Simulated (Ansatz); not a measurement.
Geometry optimisation, Ansatz, RKS PBE0-D4/def2-SVP.

input.yaml

```yaml
crystal:
  periodic: [false, false, false]
  atoms:
    - { symbol: B, position_ang: [0.027387, -0.392799, -0.036517] }
    - { symbol: H, position_ang: [-0.054482, -0.622332, 1.136801] }
    - { symbol: Cl, position_ang: [1.642443, -0.340753, -0.757831] }
    - { symbol: O, position_ang: [-1.027209, -0.302861, -0.854561] }
    - { symbol: H, position_ang: [-1.869059, -0.327449, -0.387985] }
    - { symbol: O, position_ang: [0.196395, 1.916825, 1.163706] }
    - { symbol: H, position_ang: [1.047589, 2.078771, 0.734996] }
    - { symbol: H, position_ang: [0.375436, 1.108098, 1.693291] }
basis:
  gaussian: { orbitals: def2-SVP }
hamiltonian:
  xc: pbe0
  dispersion: d4
relax:
  f_tol: 0.03
  max_steps: 50
```

Command:

```bash
$ ansatz run input.yaml --threads 1 --pin off --max-ram 2048MiB --backend cpu --events-out ev --progress --plain --runs-dir out
```

Question: Where does it end, and by what steps?

Answer: It converged. After 28 steps the energy has fallen by 0.209 eV; H7 moved furthest, 1.22 Å. Joined: B1–O6 (2.61 → 1.73 Å).

| step | energy less start (eV) | largest force component (eV/Å) | accepted |
| --- | --- | --- | --- |
| 0 | 0.0000 | 0.895 | yes |
| 1 | -0.0315 | 1.091 | yes |
| 2 | -0.0275 | 1.705 | no |
| 3 | -0.0515 | 1.064 | yes |
| 4 | -0.0653 | 1.149 | yes |
| 5 | -0.1001 | 0.511 | yes |
| 6 | -0.1119 | 0.309 | yes |
| 7 | -0.1235 | 0.090 | yes |
| 8 | -0.0908 | 1.582 | no |
| 9 | -0.1282 | 0.094 | yes |
| 10 | -0.1370 | 0.520 | yes |
| 11 | -0.1410 | 0.665 | yes |
| 12 | -0.1522 | 0.516 | yes |
| 13 | -0.1614 | 0.209 | yes |
| 14 | -0.1661 | 0.103 | yes |
| 15 | -0.1710 | 0.154 | yes |
| 16 | -0.1738 | 0.224 | yes |
| 17 | -0.1794 | 0.151 | yes |
| 18 | -0.1847 | 0.210 | yes |
| 19 | -0.1882 | 0.149 | yes |
| 20 | -0.1336 | 1.568 | no |
| 21 | -0.1959 | 0.100 | yes |
| 22 | -0.1982 | 0.088 | yes |
| 23 | -0.1926 | 0.822 | no |
| 24 | -0.2032 | 0.061 | yes |
| 25 | -0.2050 | 0.300 | yes |
| 26 | -0.2071 | 0.153 | yes |
| 27 | -0.2087 | 0.033 | yes |
| 28 | -0.2089 | 0.020 | yes |

```xyz
8
Properties=species:S:1:pos:R:3
B 0.039 -0.178 0.289
H -0.352 -0.985 1.101
Cl 1.791 -0.442 -0.253
O -0.810 0.262 -0.722
H -1.672 -0.157 -0.667
O 0.271 1.274 1.205
H -0.157 1.921 0.620
H 1.228 1.425 1.119
```

Run time: 72 s on 1 thread of Arm Neoverse V2, on a shared host, peak memory 0.15 GiB.
